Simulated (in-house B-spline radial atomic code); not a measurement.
# Ionising Rh⁵⁺ with different functionals

Computed with a radial B-spline atomic code at the basis-set limit: four-component Dirac-Coulomb Hamiltonian, Fermi nucleus of rms radius 4.4945 fm, spin-restricted, spherical fractional occupations for the functionals. The ionisation energy is the difference of two self-consistent energies, [Kr] 4d4 → [Kr] 4d3, without Breit or QED terms; ε is the level of the shell that loses the electron (mean over j). The electron is taken from both j subshells in proportion to 2j + 1, so the result is a j average, not the step between ground levels.

Hybrids are left out here: with spherical fractional occupations of an open shell their exact exchange keeps a self-interaction that integer-occupation calculations don't have.

```csv
method,rung,ΔSCF (eV),-ε(4d) (eV)
LDA VWN5,LDA,?,?
relativistic LDA,LDA,79.51,70.99
LDA PW92,LDA,79.48,70.96
LDA exchange-only,LDA,?,?
PBE,GGA,79.30,70.78
PBEsol,GGA,79.27,70.75
BLYP,GGA,79.13,70.62
RPBE,GGA,79.26,70.74
PW91,GGA,79.39,70.87
BP86,GGA,79.36,70.84
AM05,GGA,79.28,70.76
OLYP,GGA,79.60,71.04
```

(1) What does LDA VWN5 give?

(2) What does LDA exchange-only give?

(3) How do they compare with the NIST value?

Answers

(1) ΔSCF 79.49 eV, and -ε(4d) = 70.97 eV.

(2) ΔSCF 77.71 eV, and -ε(4d) = 69.21 eV.

(3) NIST lists 80 eV ± 2 (tabulated theory, ground level to ground level). Errors run from -2.29 to -0.40 eV; all lie within about twice that uncertainty, so the table can't rank the methods.
